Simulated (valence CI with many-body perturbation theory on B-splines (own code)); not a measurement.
Missing levels of Ce45+

Method: valence CI with perturbative core correlation (CI+MBPT): three valence electrons over a frozen Dirac-Fock core [Ne], a basis of 11 s, 11 p, 10 d, 8 f, 5 g, 2 h functions for each j, with the one-electron correlation potential Σ1, the two-electron term Σ2, the three-electron term Σ3, Breit, model QED; selected CI, second order for the rest, scaled by the run's own slope (own B-spline code, finite nucleus).

The last digits are not significant, and no measured levels were compared; by estimate large intervals hold to a few tenths of a per cent, small ones and those within an open d or f shell to about a per cent.

```tsv
Level	E (eV)
(3s^2 3p1/2) J=1/2	0.00
(3s 3p1/2^2) J=1/2	113.57
(3s^2 3p3/2) J=3/2	115.34
(3s 3p1/2 3p3/2) J=3/2 [a]	208.84
(3s 3p1/2 3p3/2) J=5/2	221.38
(3s 3p1/2 3p3/2) J=3/2 [b]	?
(3s 3p1/2 3p3/2) J=1/2	?
(3s^2 3d3/2) J=3/2	285.63
(3s^2 3d5/2) J=5/2	302.83
(3s 3p3/2^2) J=5/2	?
(3p1/2^2 3p3/2) J=3/2	?
(3s 3p3/2^2) J=1/2	362.07
(3s 3p1/2 3d3/2) J=3/2 [a]	366.62
(3s 3p3/2^2) J=3/2	367.23
(3s 3p1/2 3d3/2) J=5/2	375.57
(3s 3p1/2 3d3/2) J=1/2	?
(3s 3p1/2 3d3/2) J=3/2 [b]	396.66
(3s 3p1/2 3d5/2) J=5/2 [a]	403.00
(3s 3p1/2 3d5/2) J=7/2	?
(3s 3p1/2 3d5/2) J=5/2 [b]	419.01
```

Levels are named by their leading jj configuration (3d3/2^4 stands for four electrons in 3d with j = 3/2), which in mixed levels can hold well under half, so a name can repeat and another be missing. Letters in brackets count levels of one name in rising energy.

The levels stand in rising order. What does the calculation give for the missing energies?

(3s 3p1/2 3p3/2) J=3/2 [b] 238.11; (3s 3p1/2 3p3/2) J=1/2 246.22; (3s 3p3/2^2) J=5/2 338.76; (3p1/2^2 3p3/2) J=3/2 352.61; (3s 3p1/2 3d3/2) J=1/2 394.64; (3s 3p1/2 3d5/2) J=7/2 410.70.
